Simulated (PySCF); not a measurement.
Compound: 2-bromophenol, C6H5BrO.
Geometry (PBE0-D3(BJ)/def2-SVP, Å), atoms numbered from 1 in this order:
```
atom  x, y, z in Å
O1     1.4838   -1.5708   -1.7147
C2     0.2502   -1.2121   -1.3409
C3    -0.8298   -2.0165   -1.7239
C4    -2.1269   -1.6815   -1.3559
C5    -2.3790   -0.5372   -0.5975
C6    -1.3180    0.2754   -0.2085
C7    -0.0203   -0.0635   -0.5798
Br8    1.4415    1.0274   -0.0672
H9     2.1122   -0.9136   -1.3780
H10   -0.6147   -2.9075   -2.3170
H11   -2.9535   -2.3245   -1.6665
H12   -3.3982   -0.2746   -0.3080
H13   -1.4883    1.1759    0.3842
```

Linear response at B3LYP/def2-SVPD (PySCF, frozen core in the response, non-relativistic). Geometry: PBE0-D3(BJ)/def2-SVP, one conformer, isolated molecule. Relativistic effects, spin–orbit coupling among them, are left out although an element past zinc is present.

Static isotropic polarisability: 95.83 au (14.20 Å³), principal values 58.0, 101.1, 128.4 au.

(1) What is the polarisability at 1064 nm and at the sodium D line?

(2) What is the isotropic C6 coefficient between two such molecules, C6 = (3/π)∫α(iω)² dω?

(3) Which effective excitation energy ω̄ makes London's formula C6 = (3/4)α²ω̄ exact here?

(4) How anisotropic is the static polarisability, by Δα² = ½[(α1 − α2)² + (α2 − α3)² + (α3 − α1)²]?

(5) What three-body coefficient follows from the one-pole estimate C9 = (3/4)·α·C6?

(6) The lowest 6 singlets have (eV, f): 4.92, 0.052; 4.96, 0.000; 5.59, 0.000; 5.66, 0.022; 6.00, 0.010; 6.34, 0.295. What share of the static polarisability do they carry in the sum over states α = Σ f/ω²?

(7) What n − 1 at the D line would an ideal gas of it have at 273.15 K and 1 atm (2.6868 × 10¹⁹ cm⁻³), by n − 1 = 2π·N·α′?

Answers

(1) 97.07 au at 1064 nm (+1.3 %), 100.12 au at 589.3 nm (+4.5 %). The rise at 589.3 nm is 3.46 times that at 1064 nm; a pure ω² law gives 3.26. The lowest singlet lies at 252 nm, shorter than both wavelengths.

(2) 3337 au (Eh·bohr⁶) by a ten-point quadrature over imaginary frequencies, which is 1990 eV·Å⁶ or 192 J·nm⁶/mol.

(3) ω̄ = 4·C6/(3α²) = 0.485 Eh = 13.2 eV. A one-pole form α(ω) = α/(1 − ω²/ω̄²) fitted to the 1064 nm value gives 10.3 eV. London's choice of the ionisation energy (8.55 eV, ΔSCF at the same level) gives C6 = 2160 au, 35 % too low.

(4) Δα = 61.5 au, or 0.64 of the isotropic value.

(5) 240000 au. This is an estimate from the two numbers above, not a computed integral.

(6) 7.75 au, 8.1 % of α; the largest term, 5.44 au, is that of the state at 6.34 eV. Their oscillator strengths add up to 0.38. Higher states carry the rest.

(7) 25.05 × 10⁻⁴, a formal value whether or not that pressure can be reached.
